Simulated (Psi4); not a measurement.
C3H6Cl (SMILES CC[CH-]Cl), charge -1, singlet, geometry from GFN2-xTB (a gas-phase anion, which may not be bound at this level); B3LYP5/STO-3G (Psi4).

Input for Psi4:
```
memory 2 GB

molecule {
-1 1
  C     0.87874214   -0.57746196    0.01178248
  C     2.36128716   -0.21090347    0.01892378
  C     0.05260727    0.70987802    0.08469850
  H     0.66331677   -1.19415500    0.89661526
  H     0.68416168   -1.22068093   -0.87379508
  H     2.99566787   -1.10167485    0.03968092
  Cl   -1.73162036    0.11908892    0.00897987
  H     2.61173789    0.36877995   -0.87023935
  H     2.58650261    0.40082008    0.89158272
  H     0.14033970    1.19332350   -0.92893097
}

set basis sto-3g
set scf_type pk
set puream true
set d_convergence 1e-8
set dft_radial_points 99
set dft_spherical_points 590

energy('b3lyp5')
print_variables()
```

Question: Write the output that Psi4 gives for this input, abridged.

Answer: 
```
   => Loading Basis Set <=

    Name: STO-3G
    Role: ORBITAL
    Keyword: BASIS

         ---------------------------------------------------------
                                   SCF
               by Justin Turney, Rob Parrish, Andy Simmonett
                          and Daniel G. A. Smith
                              RKS Reference
         ---------------------------------------------------------

  ==> Geometry <==

    Molecular point group: c1
    Full point group: C1

    Geometry (in Angstrom), charge = -1, multiplicity = 1:

       Center              X                  Y                   Z               Mass
    ------------   -----------------  -----------------  -----------------  -----------------
         C            1.025253007467    -0.598974556083     0.000782483760    12.000000000000
         C            2.507798027467    -0.232416066083     0.007923783760    12.000000000000
         C            0.199118137467     0.688365423917     0.073698503760    12.000000000000
         H            0.809827637467    -1.215667596083     0.885615263760     1.007825032230
         H            0.830672547467    -1.242193526083    -0.884795076240     1.007825032230
         H            3.142178737467    -1.123187446083     0.028680923760     1.007825032230
         CL          -1.585109492533     0.097576323917    -0.002020126240    34.968852682000
         H            2.758248757467     0.347267353917    -0.881239346240     1.007825032230
         H            2.733013477467     0.379307483917     0.880582723760     1.007825032230
         H            0.286850567467     1.171810903917    -0.939930966240     1.007825032230

  Running in c1 symmetry.

  Rotational constants: A =      0.90550  B =      0.08046  C =      0.07664 [cm^-1]
  Rotational constants: A =  27146.24284  B =   2412.23948  C =   2297.52627 [MHz]
  Nuclear repulsion =  147.052824140094003

  Charge       = -1
  Multiplicity = 1
  Electrons    = 42
  Nalpha       = 21
  Nbeta        = 21

  ==> Algorithm <==

  SCF Algorithm Type is PK.
  DIIS enabled.
  MOM disabled.
  Fractional occupation disabled.
  Guess Type is SAD.
  Energy threshold   = 1.00e-06
  Density threshold  = 1.00e-08
  Integral threshold = 1.00e-12

  ==> Primary Basis <==

  Basis Set: STO-3G
    Blend: STO-3G
    Number of shells: 20
    Number of basis functions: 30
    Number of Cartesian functions: 30
    Spherical Harmonics?: true
    Max angular momentum: 1

  ==> DFT Potential <==

[...]
   @RKS iter   5:  -571.36604965022332   -3.28149e-06   2.49695e-05 DIIS
   @RKS iter   6:  -571.36604999132362   -3.41100e-07   2.84861e-06 DIIS
   @RKS iter   7:  -571.36604999749920   -6.17558e-09   2.77060e-07 DIIS
   @RKS iter   8:  -571.36604999757640   -7.71934e-11   8.72539e-08 DIIS
   @RKS iter   9:  -571.36604999758129   -4.88853e-12   2.65213e-08 DIIS
   @RKS iter  10:  -571.36604999758151   -2.27374e-13   1.61604e-09 DIIS
  Energy and wave function converged.

  ==> Post-Iterations <==

   Electrons on quadrature grid:
      Ntotal   =   42.0000009680 ; deviation = 9.680e-07

    Orbital Energies [Eh]
    ---------------------

    Doubly Occupied:

[...]
    Virtual:

[...]
    Final Occupation by Irrep:
              A
    DOCC [    21 ]
    NA   [    21 ]
    NB   [    21 ]

  @RKS Final Energy:  -571.36604999758151

   => Energetics <=

    Nuclear Repulsion Energy =            147.0528241400940033
    One-Electron Energy =               -1089.8057501018886342
    Two-Electron Energy =                 409.2884913444194126
    DFT Exchange-Correlation Energy =     -37.9016153802063229
    Empirical Dispersion Energy =           0.0000000000000000
    VV10 Nonlocal Energy =                  0.0000000000000000
    Total Energy =                       -571.3660499975815128

Computation Completed

Properties will be evaluated at   0.000000,   0.000000,   0.000000 [a0]

Properties computed using the SCF density matrix

 Multipole Moments:

 ------------------------------------------------------------------------------------
     Multipole            Electronic (a.u.)      Nuclear  (a.u.)        Total (a.u.)
 ------------------------------------------------------------------------------------

 L = 1.  Multiply by 2.5417464519 to convert [e a0] to [Debye]
 Dipole X            :        -10.6060189           11.3514816            0.7454627
 Dipole Y            :          0.9096033           -1.6667696           -0.7571663
 Dipole Z            :          0.5238016           -0.8522665           -0.3284648
 Magnitude           :                                                    1.1121621

 ------------------------------------------------------------------------------------

  Variable Map:
  ----------------------------------------------------------------------------
[...]
  Array Variable Map:
  ----------------------------------------------------------------------------
[...]
[...]
```
